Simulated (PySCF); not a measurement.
Electron correlation in Mn⁺ (manganese, charge +1)

[Ar] 3d5 4s1, high-spin 7S determinant. Computed with PySCF 2.14 in def2-TZVPPD, with no relativity, point nucleus. Frozen: [Ne]; 14 electrons correlated.

```
  level  correlation energy (mhartree)
   CCSD                        -407.14
    (T)                          -7.92
CCSD(T)                        -415.06
```

Diagnostics: T1 = 0.0089, D1 = 0.0310, largest double amplitude 0.017.

Q: Is a single reference adequate?

A: Yes: T1 lies below 0.03 and no double amplitude reaches 0.07.

This basis was not built for core-valence correlation, so the inner-shell part is incomplete.
